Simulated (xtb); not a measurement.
Cl₄Fe, charge -1, sextet, geometry from GFN2-xTB (such geometries of metal compounds can be far from the true shape); GFN2-xTB with ALPB(acetone) (xtb).

The xtb input:
```
$ xtb mol.xyz --gfn 2 --chrg -1 --uhf 5 --alpb acetone --json

# file mol.xyz
5

Fe    -0.00000000    -0.00000000    -0.00000000
Cl     1.71855113    -0.56358205    -1.20848796
Cl     0.65566275     0.46239914     2.02182572
Cl    -0.95592471     1.74942799    -0.87016982
Cl    -1.41828916    -1.64824508     0.05683206
```

What the program printed (banner, timings and long lists left out):

```
   ID    Z sym.   atoms
    1   26 Fe     1
    2   17 Cl     2-5

           -------------------------------------------------
          |                Calculation Setup                |
           -------------------------------------------------

           -------------------------------------------------
          |                 G F N 2 - x T B                 |
           -------------------------------------------------

      * Solvation model:               ALPB
        Solvent                        acetone
        Parameter file                 internal GFN2-xTB/ALPB
        Dielectric constant                2.0700E+01
        Reference state                gsolv [1 M gas/solution]
        Free energy shift                  5.9241E-03 Eh       3.7175E+00 kcal/mol
        Temperature                        2.9815E+02 K
        Density                            7.9000E-01 kg/L
        Solvent mass                       5.8080E+01 g/mol
        Interaction kernel             P16
        Born radius scaling (c1)           1.8274E+00
        Born radii integrator          GBOBC
        Born offset                        0.0000E+00 a0       0.0000E+00 AA
        H-bond correction              true
        Ion screening                  false
        Surface tension                    1.0000E-05 Eh       1.5569E+01 dyn/cm
        Grid points                               230 per atom

          ...................................................
          :                      SETUP                      :
          :.................................................:
          :  # basis functions                  50          :
          :  # atomic orbitals                  45          :
          :  # shells                           15          :
          :  # electrons                        37          :
          :  max. iterations                   250          :
          :  Hamiltonian                  GFN2-xTB          :
          :  restarted?                      false          :
          :  GBSA solvation                   true          :
          :  PC potential                    false          :
          :  electronic temp.          300.0000000     K    :
          :  accuracy                    1.0000000          :
          :  -> integral cutoff          0.2500000E+02      :
          :  -> integral neglect         0.1000000E-07      :
          :  -> SCF convergence          0.1000000E-05 Eh   :
[...]
         :: total energy             -21.798612951006 Eh    ::
[...]
       ...                                ...                  ...
        45                          1.0267200              27.9385
      -------------------------------------------------------------
                  HL-Gap            0.3994244 Eh           10.8689 eV
             Fermi-level           -0.2555378 Eh           -6.9535 eV

     #   Z          covCN         q      C6AA      α(0)
     1  26 Fe       3.132     0.732     5.050     7.249
     2  17 Cl       0.783    -0.433   113.189    16.275
     3  17 Cl       0.783    -0.433   113.189    16.275
     4  17 Cl       0.783    -0.433   113.189    16.275
     5  17 Cl       0.783    -0.433   113.189    16.275

 Mol. C6AA /au·bohr⁶  :       1932.938349
 Mol. C8AA /au·bohr⁸  :      83335.829092
 Mol. α(0) /au        :         72.347814

Wiberg/Mayer (AO) data.
largest (>0.10) Wiberg bond orders for each atom

 ---------------------------------------------------------------------------
     #   Z sym  total        # sym  WBO       # sym  WBO       # sym  WBO
 ---------------------------------------------------------------------------
     1  26 Fe   3.602 --     3 Cl   0.900     4 Cl   0.900     2 Cl   0.900
                             5 Cl   0.900
     2  17 Cl   1.006 --     1 Fe   0.900
     3  17 Cl   1.006 --     1 Fe   0.900
     4  17 Cl   1.006 --     1 Fe   0.900
     5  17 Cl   1.006 --     1 Fe   0.900
 ---------------------------------------------------------------------------

Topologies differ in total number of bonds
Writing topology from bond orders to xtbtopo.mol

molecular dipole:
                 x           y           z       tot (Debye)
 q only:       -0.000       0.000       0.000
   full:       -0.000       0.000       0.000       0.000
molecular quadrupole (traceless):
                xx          xy          yy          xz          yz          zz
 q only:       -0.000      -0.000      -0.000       0.000       0.000       0.000
  q+dip:       -0.000      -0.000      -0.000       0.000       0.000       0.000
   full:       -0.000      -0.000      -0.000      -0.000       0.000       0.000

           -------------------------------------------------
          | TOTAL ENERGY              -21.798612951006 Eh   |
          | GRADIENT NORM               0.001004854800 Eh/α |
          | HOMO-LUMO GAP              10.868889877609 eV   |
           -------------------------------------------------

normal termination of xtb
```
